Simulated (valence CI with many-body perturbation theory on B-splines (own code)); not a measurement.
# Energy levels of Ar XIII

Computed by relativistic CI+MBPT: four valence electrons over a frozen Dirac-Fock core [He], radial functions for each j: 11 s, 11 p, 10 d, 8 f, 5 g, 2 h, with the one-electron correlation potential Σ1 (screened to all orders), the two-electron term Σ2, the three-electron term Σ3, Breit, model QED; selected single and double excitations, second order for the rest, scaled by the run's own slope (own B-spline code, finite nucleus).

No measured spectrum was set against this ion. As an estimate, levels of excited configurations hold to 0.05 to 0.15 % of their energy, terms of the ground configuration to about 0.5 %. Among the levels kept, up to 890 cm⁻¹ of a level comes from second order outside the variational space, and about a tenth of that is noise between levels of different J, which matters for small intervals.

Levels 136 to 179 of 179, with energies above the lowest level, 2s2.2p2 3P_0. "Leading %" is the weight of the configuration and term that name the level; weights of strongly mixed levels are sums over their largest components and can fall short. In the jj column 3d3/2^4 stands for four electrons in 3d with j = 3/2.

| No. | Configuration | Term | J | E (Ry) | Leading % | g | Leading jj |
| --- | --- | --- | --- | --- | --- | --- | --- |
| 136 | 2s.2p2.3d | 3P | 0 | 34.991 | 98 |  | 2s 2p1/2 2p3/2 3d3/2 (39 %) |
| 137 | 2s.2p2.3d | 3P | 1 | 34.998 | 98 | 1.499 | 2s 2p1/2 2p3/2 3d5/2 (37 %) |
| 138 | 2s.2p2.3d | 3P | 2 | 35.007 | 95 | 1.485 | 2s 2p1/2 2p3/2 3d5/2 (37 %) |
| 139 | 2s.2p2.3d | 3S | 1 | 35.100 | 92 | 1.958 | 2s 2p1/2 2p3/2 3d5/2 (34 %) |
| 140 | 2s.2p2.3d | 1D | 2 | 35.107 | 94 | 1.014 | 2s 2p1/2 2p3/2 3d5/2 (43 %) |
| 141 | 2s.2p2.3d | 1P | 1 | 35.177 | 92 | 1.039 | 2s 2p1/2 2p3/2 3d5/2 (40 %) |
| 142 | 2s.2p2.3p | 1D° | 2 | 35.219 | 95 | 1.012 | 2s 2p1/2 2p3/2 3p3/2 (37 %) |
| 143 | 2p3.3s | 5S° | 2 | 35.355 | 98 | 1.997 | 2p1/2 2p3/2^2 3s (54 %) |
| 144 | 2s.2p2.3d | 1S | 0 | 35.400 | 96 |  | 2s 2p1/2 2p3/2 3d5/2 (36 %) |
| 145 | 2s.2p2.3p | 1P° | 1 | 35.461 | 95 | 1.013 | 2s 2p3/2^2 3p3/2 (39 %) |
| 146 | 2s.2p2.3d | 3F | 2 | 35.669 | 45 | 0.923 | 2s 2p1/2^2 3d3/2 (38 %) |
| 147 | 2s.2p2.3d | 3D | 1 | 35.678 | 92 | 0.542 | 2s 2p1/2^2 3d3/2 (42 %) |
| 148 | 2s.2p2.3d | 3D | 3 | 35.682 | 62 | 1.243 | 2s 2p1/2^2 3d5/2 (44 %) |
| 149 | 2s.2p2.3d | 3D | 2 | 35.752 | 55 | 1.008 | 2s 2p1/2^2 3d5/2 (30 %) |
| 150 | 2s.2p2.3d | 3F | 3 | 35.847 | 58 | 1.180 | 2s 2p3/2^2 3d5/2 (48 %) |
| 151 | 2s.2p2.3d | 3F | 4 | 35.865 | 94 | 1.248 | 2s 2p3/2^2 3d5/2 (59 %) |
| 152 | 2p3.3s | 3S° | 1 | 35.947 | 76 | 1.988 | 2p1/2 2p3/2^2 3s (40 %) |
| 153 | 2s.2p2.3d | 1D | 2 | 35.949 | 47 | 0.978 | 2s 2p3/2^2 3d3/2 (54 %) |
| 154 | 2s.2p2.3d | 1P | 1 | 35.979 | 57 | 0.827 | 2s 2p1/2 2p3/2 3d3/2 (42 %) |
| 155 | 2s.2p2.3d | 3D | 3 | 36.017 | 91 | 1.320 | 2s 2p3/2^2 3d5/2 (45 %) |
| 156 | 2s.2p2.3d | 3D | 2 | 36.033 | 61 | 1.114 | 2s 2p3/2^2 3d5/2 (51 %) |
| 157 | 2s.2p2.3d | 3D | 1 | 36.035 | 65 | 0.665 | 2s 2p3/2^2 3d5/2 (30 %) |
| 158 | 2s.2p2.3d | 3P | 2 | 36.159 | 88 | 1.466 | 2s 2p1/2 2p3/2 3d5/2 (33 %) |
| 159 | 2s.2p2.3d | 3P | 1 | 36.198 | 92 | 1.469 | 2s 2p3/2^2 3d3/2 (36 %) |
| 160 | 2s.2p2.3d | 3P | 0 | 36.202 | 97 |  | 2s 2p3/2^2 3d3/2 (61 %) |
| 161 | 2s.2p2.3d | 1F | 3 | 36.287 | 93 | 1.005 | 2s 2p1/2 2p3/2 3d5/2 (33 %) |
| 162 | 2p3.3s | 3D° | 1 | 36.334 | 93 | 0.515 | 2p1/2 2p3/2^2 3s (46 %) |
| 163 | 2p3.3s | 3D° | 2 | 36.339 | 93 | 1.171 | 2p1/2 2p3/2^2 3s (62 %) |
| 164 | 2p3.3s | 3D° | 3 | 36.352 | 94 | 1.332 | 2p1/2 2p3/2^2 3s (94 %) |
| 165 | 2p3.3p | 5P | 1 | 36.357 | 97 | 2.489 | 2p1/2 2p3/2^2 3p1/2 (47 %) |
| 166 | 2p3.3p | 5P | 2 | 36.371 | 96 | 1.825 | 2p1/2 2p3/2^2 3p1/2 (32 %) |
| 167 | 2p3.3p | 5P | 3 | 36.399 | 98 | 1.664 | 2p1/2 2p3/2^2 3p3/2 (54 %) |
| 168 | 2s.2p2.3d | 1D | 2 | 36.560 | 92 | 1.015 | 2s 2p3/2^2 3d5/2 (32 %) |
| 169 | 2p3.3s | 1D° | 2 | 36.568 | 92 | 1.008 | 2p1/2 2p3/2^2 3s (75 %) |
| 170 | 2p3.3p | 3P | 1 | 36.673 | 96 | 1.499 | 2p1/2^2 2p3/2 3p3/2 (39 %) |
| 171 | 2p3.3p | 3P | 2 | 36.678 | 94 | 1.497 | 2p1/2 2p3/2^2 3p3/2 (43 %) |
| 172 | 2p3.3p | 3P | 0 | 36.690 | 98 |  | 2p1/2 2p3/2^2 3p3/2 (84 %) |
| 173 | 2p3.3p | 3D | 1 | 37.176 | 53 | 0.736 | 2p1/2 2p3/2^2 3p1/2 (39 %) |
| 174 | 2p3.3s | 3P° | 0 | 37.202 | 92 |  | 2p1/2 2p3/2^2 3s (92 %) |
| 175 | 2p3.3s | 3P° | 1 | 37.214 | 91 | 1.490 | 2p1/2 2p3/2^2 3s (68 %) |
| 176 | 2p3.3p | 3D | 2 | 37.231 | 89 | 1.125 | 2p1/2 2p3/2^2 3p1/2 (48 %) |
| 177 | 2p3.3s | 3P° | 2 | 37.244 | 88 | 1.487 | 2p3/2^3 3s (63 %) |
| 178 | 2p3.3p | 3D | 3 | 37.256 | 85 | 1.300 | 2p1/2 2p3/2^2 3p3/2 (48 %) |
| 179 | 2p3.3p | 1P | 1 | 37.275 | 54 | 0.780 | 2p1/2 2p3/2^2 3p3/2 (73 %) |

Names give the largest LS component (configuration and term), which can be under half, so a name can repeat, a term be missing and a line seem to break the LS rules; names also repeat where a configuration has a term twice.
